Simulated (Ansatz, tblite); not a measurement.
Removing an electron: Si19AsH32⁻. The state is a singlet with charge -1. Geometry: PBE-D4/def2-SVP. Ansatz, gas phase; energy differences of separate SCF runs; the oxidised species was run as a doublet alone.

```xyz
52

Si   -0.4292   -1.0262   -4.1174
Si   -4.9322    1.3752   -0.2644
Si   -2.6212   -0.1526    2.5674
As   -1.7212   -0.6371   -0.8457
Si    0.9643    1.9375   -1.6251
Si   -0.4690    2.2494    0.2264
Si    1.7220   -0.8654   -0.0529
Si    3.2109   -1.0203   -3.2916
Si    0.9652   -0.1090    3.4551
Si    3.4593    2.1685    1.8609
Si   -3.9718   -0.2972   -1.6195
Si   -1.2181   -2.3803   -2.3776
Si    1.3054    0.3837   -3.3785
Si   -2.4335   -1.9160    1.0324
Si   -4.6530    0.9151    2.0348
Si   -0.6809    1.1756    2.3415
Si    2.9756   -2.3711   -1.3676
Si    1.7352   -1.8671    2.0788
Si    3.7371    0.3174    0.4215
Si    2.7562    1.3348    3.9428
H     0.0694   -1.8094   -5.3121
H    -1.6258   -0.2281   -4.5850
H    -6.4141    1.5129   -0.5440
H    -4.2969    2.7018   -0.5938
H    -2.7326   -0.6235    4.0021
H     0.5118    3.1797   -2.4012
H     2.3512    2.3257   -1.1742
H    -1.8820    2.5019   -0.2501
H     0.0043    3.6349    0.6398
H     3.2222   -1.7611   -4.6147
H     4.4620   -0.1754   -3.2792
H     0.2858   -0.5285    4.7462
H     2.3835    3.1226    1.3981
H     4.7234    2.9881    2.0242
H    -4.8496   -1.5284   -1.5943
H    -3.9348    0.1974   -3.0466
H    -2.4302   -3.2005   -2.7613
H    -0.1819   -3.2999   -1.7947
H     1.5019    1.2941   -4.5844
H    -3.7326   -2.6564    0.8043
H    -1.3707   -2.9162    1.3966
H    -5.7826   -0.0112    2.4349
H    -4.8418    2.1894    2.8273
H    -0.9663    2.3625    3.2464
H     2.2310   -3.6167   -1.8062
H     4.3467   -2.8515   -0.9264
H     0.7681   -3.0218    2.2393
H     3.0428   -2.3486    2.6828
H     4.4089    0.8487   -0.8279
H     4.8127   -0.4993    1.1186
H     2.3378    2.4324    4.9005
H     3.8770    0.5693    4.6139
```

The xTB rows come from tblite. B3LYP takes the VWN-RPA correlation. Correlated methods freeze 104 core orbitals; core or outer-core shells of As are correlated, in sets that lack core-valence functions. Single mean-field runs in def2-SVP are fitted with def2-universal-jkfit.

```csv
level,−HOMO (eV),vertical IE (eV),−LUMO (eV),HOMO–LUMO gap (eV)
PBE-D4/def2-SVP,1.95,3.75,-0.74,2.69
B97M-V/def2-SVP,2.29,3.95,-0.66,2.96
B3LYP-D4/def2-SVP,2.55,3.87,-1.38,3.93
PBE-QIDH/def2-SVP,–,3.84,–,–
```

(1) Estimate the rows for GFN2-xTB, r2SCAN-D4/def2-SVP, PBE0-D4/def2-SVP.

## Answers

(1) 
```json
{"level": "GFN2-xTB", "−HOMO (eV)": "5.53", "vertical IE (eV)": "7.15", "−LUMO (eV)": "3.49", "HOMO–LUMO gap (eV)": "2.03"}
{"level": "r2SCAN-D4/def2-SVP", "−HOMO (eV)": "2.11", "vertical IE (eV)": "3.73", "−LUMO (eV)": "-0.83", "HOMO–LUMO gap (eV)": "2.94"}
{"level": "PBE0-D4/def2-SVP", "−HOMO (eV)": "2.75", "vertical IE (eV)": "3.83", "−LUMO (eV)": "-1.40", "HOMO–LUMO gap (eV)": "4.15"}
```

Relaxing the oxidised species (PBE-D4/def2-SVP) changes its energy by -0.70 eV at PBE-D4/def2-SVP, so the adiabatic ionisation energy to this nearest minimum is 3.05 eV. At PBE0-D4/def2-SVP it is 2.99 eV.   Raw xTB energy differences between charge states are shifted by several eV; the methods need an empirical correction for them.
